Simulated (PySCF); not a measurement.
System: CH₄FSi, net charge 0, doublet state. It need not be the lowest isomer of its formula. SMILES: [CH2][SiH2]F
Geometry from a B3LYP-D3(BJ)/def2-TZVP (Ansatz) optimisation:
```xyz
7

Si     0.2837     0.2552     0.2887
C     -1.5465     0.2474     0.1904
F      0.8877    -0.7714    -0.7932
H      0.8146     1.6035    -0.0039
H      0.7655    -0.2054     1.6114
H     -2.1388     1.1527     0.2620
H     -2.1228    -0.6653     0.0848
```
Charge 0, spin multiplicity 2.

Dispersion corrections to the total energy (kcal/mol) from the dftd3 and dftd4 libraries through PySCF: D3(BJ) without and D4 with the three-body term, each with the damping fitted for the functional named.

| functional | D3(BJ) | D4 |
|---|---|---|
| PW6B95 | -1.20 | (withheld) |
| B2GP-PLYP | (withheld) | -0.91 |
| HF | (withheld) | -8.47 |
| TPSSh | -2.73 | -2.72 |
| LC-wPBE | -2.22 | -2.48 |
| revPBE | -6.06 | -7.28 |
| r2SCAN | -0.62 | -0.52 |

**Question.** Complete the blanks.

**Answer.** 
- PW6B95, D4: -2.05
- B2GP-PLYP, D3(BJ): -1.71
- HF, D3(BJ): -21.31
